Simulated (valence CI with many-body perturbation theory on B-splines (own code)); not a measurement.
## Xe²³⁺: calculated level list

Method: configuration interaction combined with many-body perturbation theory (CI+MBPT): three valence electrons over a frozen Dirac-Fock core [Ar] 3d10, a basis of 11 s, 11 p, 9 d, 7 f, 5 g, 2 h, 1 i functions for each j, with the one-electron correlation potential Σ1 (screened to all orders), the two-electron term Σ2, the three-electron term Σ3, Breit, model QED; selected single and double excitations, second order for the rest (own B-spline code, finite nucleus).

No measured spectrum was set against this ion. As an estimate, levels hold to about 250 cm⁻¹ or 0.2 % of their energy and the worst to 1 %, as in measured heavy ions of charge 2 to 7; those with d or f electrons hold less well.

Levels 46 to 69 of 69, with energies above the lowest level, (4s^2 4p1/2) J=1/2. "Leading %" is the weight of the configuration and term that name the level; weights of strongly mixed levels are sums over their largest components and can fall short. In the jj column 3d3/2^4 stands for four electrons in 3d with j = 3/2. Lifetimes count E1, E2, E3, M1 and M2 decay at the calculated energies, and are blank where another channel may lead or the interval is too uncertain; long ones can be off by a factor of two.

```tsv
No.	Configuration	Term	J	E (cm⁻¹)	Leading %	Second component	Lifetime	g	Leading jj
46	4p2 4d	2P	3/2	1791200	36	32 % 4p2 4d 4F	11.3 ps	0.991	4p1/2 4p3/2 4d3/2 (92 %)
47	4p2 4d	2F	7/2	1791900	34	32 % 4p2 4d 2G	28.4 ps	1.088	4p1/2 4p3/2 4d3/2 (83 %)
48	4p2 4d	4D	1/2	1794500	83	14 % 4p2 4d 2P	12.5 ps	0.128	4p1/2 4p3/2 4d3/2 (98 %)
49	4p2 4d	4F	7/2	1809500	42	40 % 4p2 4d 4D	20.4 ps	1.298	4p1/2 4p3/2 4d5/2 (96 %)
50	4p2 4d	2G	9/2	1827300	50	46 % 4p2 4d 4F	26.6 ps	1.215	4p1/2 4p3/2 4d5/2 (93 %)
51	4p2 4d	4D	3/2	1837900	39	39 % 4p2 4d 2P	7.62 ps	1.192	4p1/2 4p3/2 4d5/2 (79 %)
52	4p2 4d	4D	5/2	1839400	29	20 % 4p2 4d 4F	8.19 ps	1.216	4p1/2 4p3/2 4d5/2 (76 %)
53	4p2 4d	2G	7/2	1864400	43	19 % 4p2 4d 2F	11.8 ps	1.053	4p1/2 4p3/2 4d5/2 (63 %)
54	4p2 4d	2D	5/2	1867500	39	38 % 4p2 4d 4P	3.46 ps	1.354	4p1/2 4p3/2 4d5/2 (49 %)
55	4p2 4d	4P	3/2	1871100	45	29 % 4p2 4d 2P	3.33 ps	1.384	4p1/2 4p3/2 4d3/2 (74 %)
56	4p2 4d	4P	1/2	1875400	45	26 % 4p2 4d 2S	3.49 ps	1.920	4p1/2 4p3/2 4d3/2 (84 %)
57	4p2 4d	2D	5/2	1897400	40	32 % 4p2 4d 2F	3.91 ps	1.074	4p1/2 4p3/2 4d5/2 (43 %)
58	4p2 4d	2D	3/2	1916900	75	8 % 4p2 4d 2P	7.34 ps	0.865	4p1/2 4p3/2 4d5/2 (75 %)
59	4p2 4d	2P	1/2	1921300	75	15 % 4p2 4d 2S	4.58 ps	0.883	4p1/2 4p3/2 4d5/2 (75 %)
60	4p2 4d	4D	7/2	1945200	47	35 % 4p2 4d 2F	16.2 ps	1.280	4p3/2^2 4d5/2 (91 %)
61	4p2 4d	4F	9/2	1951100	47	39 % 4p2 4d 2G	22.4 ps	1.224	4p3/2^2 4d5/2 (85 %)
62	4p2 4d	2P	1/2	1959600	58	20 % 4p2 4d 4P	5.33 ps	1.081	4p3/2^2 4d3/2 (48 %)
63	4p2 4d	2D	3/2	1968800	42	31 % 4p2 4d 4P	3.48 ps	1.166	4p3/2^2 4d3/2 (87 %)
64	4p2 4d	2D	5/2	1972200	27	23 % 4p2 4d 4P	3.46 ps	1.217	4p3/2^2 4d3/2 (67 %)
65	4p2 4d	2F	7/2	1987000	53	21 % 4s 4p 4f 2F	3.74 ps	1.109	4p3/2^2 4d3/2 (57 %)
66	4s 4p 4f	4G	5/2	2010000	63	22 % 4s 4p 4f 4F	6.12 ps	0.743	4s 4p1/2 4f5/2 (82 %)
67	4s 4p 4f	4G	7/2	2016300	38	33 % 4s 4p 4f 4F	7.38 ps	1.126	4s 4p1/2 4f7/2 (69 %)
68	4p2 4d	2S	1/2	2024000	47	31 % 4p2 4d 4P	3.76 ps	1.979	4p3/2^2 4d5/2 (52 %)
69	4s 4p 4f	4F	3/2	2024800	51	20 % 4s 4d2 4F	6.95 ps	0.547	4s 4p1/2 4f5/2 (55 %)
```
